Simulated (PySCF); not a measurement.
Si(F)(Me)2(Et), SMILES CC[Si](C)(C)F (C₄H₁₁FSi), GFN2-xTB optimised geometry.

```
17

C     -0.08    -2.06     1.65
C     -0.54    -0.60     1.59
Si    -0.01     0.30     0.00
C     -0.54     2.12     0.00
C     -0.53    -0.62    -1.58
F      1.62     0.30     0.00
H     -0.35    -2.52     2.60
H      1.00    -2.12     1.54
H     -0.53    -2.64     0.85
H     -0.13    -0.07     2.46
H     -1.62    -0.57     1.71
H     -1.62     2.23    -0.02
H     -0.14     2.64    -0.87
H     -0.18     2.63     0.88
H     -0.07    -1.60    -1.63
H     -1.61    -0.75    -1.63
H     -0.23    -0.07    -2.47
```

Density from PBE0/def2-SVP (PySCF) at that geometry.

Minimum of the electron density along straight lines between bonded atoms, close to the bond critical point (lines longer than 1.1 times the sum of covalent radii, or with two minima, are not listed):

```json
[
 {"bond": "C1–C2", "length / Å": "1.527", "ρ at the minimum / e bohr⁻³": "?", "∇²ρ there / e bohr⁻⁵": "?", "position (fraction from the first atom)": "0.50"},
 {"bond": "C2–Si3", "length / Å": "1.905", "ρ at the minimum / e bohr⁻³": "0.114", "∇²ρ there / e bohr⁻⁵": "0.31", "position (fraction from the first atom)": "0.62"},
 {"bond": "Si3–C4", "length / Å": "1.897", "ρ at the minimum / e bohr⁻³": "0.113", "∇²ρ there / e bohr⁻⁵": "0.32", "position (fraction from the first atom)": "0.38"},
 {"bond": "Si3–C5", "length / Å": "1.898", "ρ at the minimum / e bohr⁻³": "0.113", "∇²ρ there / e bohr⁻⁵": "0.32", "position (fraction from the first atom)": "0.38"},
 {"bond": "Si3–F6", "length / Å": "1.632", "ρ at the minimum / e bohr⁻³": "0.113", "∇²ρ there / e bohr⁻⁵": "?", "position (fraction from the first atom)": "0.42"},
 {"bond": "C1–H7", "length / Å": "1.089", "ρ at the minimum / e bohr⁻³": "0.276", "∇²ρ there / e bohr⁻⁵": "-1.00", "position (fraction from the first atom)": "0.62"},
 {"bond": "C1–H8", "length / Å": "1.087", "ρ at the minimum / e bohr⁻³": "0.278", "∇²ρ there / e bohr⁻⁵": "-1.02", "position (fraction from the first atom)": "0.63"},
 {"bond": "C1–H9", "length / Å": "1.087", "ρ at the minimum / e bohr⁻³": "0.277", "∇²ρ there / e bohr⁻⁵": "-1.01", "position (fraction from the first atom)": "0.62"},
 {"bond": "C2–H10", "length / Å": "1.092", "ρ at the minimum / e bohr⁻³": "0.271", "∇²ρ there / e bohr⁻⁵": "-0.95", "position (fraction from the first atom)": "0.62"},
 {"bond": "C2–H11", "length / Å": "1.091", "ρ at the minimum / e bohr⁻³": "0.271", "∇²ρ there / e bohr⁻⁵": "-0.95", "position (fraction from the first atom)": "0.62"},
 {"bond": "C4–H12", "length / Å": "1.085", "ρ at the minimum / e bohr⁻³": "0.271", "∇²ρ there / e bohr⁻⁵": "-0.96", "position (fraction from the first atom)": "0.62"},
 {"bond": "C4–H13", "length / Å": "1.086", "ρ at the minimum / e bohr⁻³": "0.271", "∇²ρ there / e bohr⁻⁵": "-0.97", "position (fraction from the first atom)": "0.62"},
 {"bond": "C4–H14", "length / Å": "1.086", "ρ at the minimum / e bohr⁻³": "0.271", "∇²ρ there / e bohr⁻⁵": "-0.97", "position (fraction from the first atom)": "0.62"},
 {"bond": "C5–H15", "length / Å": "1.086", "ρ at the minimum / e bohr⁻³": "0.271", "∇²ρ there / e bohr⁻⁵": "-0.97", "position (fraction from the first atom)": "0.63"},
 {"bond": "C5–H16", "length / Å": "1.085", "ρ at the minimum / e bohr⁻³": "0.271", "∇²ρ there / e bohr⁻⁵": "-0.96", "position (fraction from the first atom)": "0.62"},
 {"bond": "C5–H17", "length / Å": "1.086", "ρ at the minimum / e bohr⁻³": "0.271", "∇²ρ there / e bohr⁻⁵": "-0.97", "position (fraction from the first atom)": "0.62"}
]
```

**Question.** What belongs in the gaps?

**Answer.** 
- C1–C2, ρ at the minimum / e bohr⁻³: 0.238
- C1–C2, ∇²ρ there / e bohr⁻⁵: -0.52
- Si3–F6, ∇²ρ there / e bohr⁻⁵: 0.98
